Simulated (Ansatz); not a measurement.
```tsv
atom	x (Å)	y (Å)	z (Å)
Ge	0.0000	0.0000	0.0000
H	0.8165	0.8165	0.8165
H	0.8165	-0.8165	-0.8165
H	-0.8165	0.8165	-0.8165
H	-0.8165	-0.8165	0.8165
```

Basis set: cc-pVDZ (spherical functions). Correlated methods keep 9 orbitals frozen. Charge 0, multiplicity 1.

Computed with Ansatz (development build ahead of 0.2.0); each method stands on the lowest determinant of its kind that the runs found. Restricted open shells among the atoms or ions are ROHF, correlated in semicanonical orbitals with singles.

The atomization energy at this shape (free ground-state atoms in the same class of orbitals less the molecule, no zero-point energy) of singlet GeH₄:

```
 method  atomization energy
RHF-MP2            11.19 eV
```

(1) What does RHF give?

Answers

(1) 9.09 eV. Caution: the shape is not the minimum.
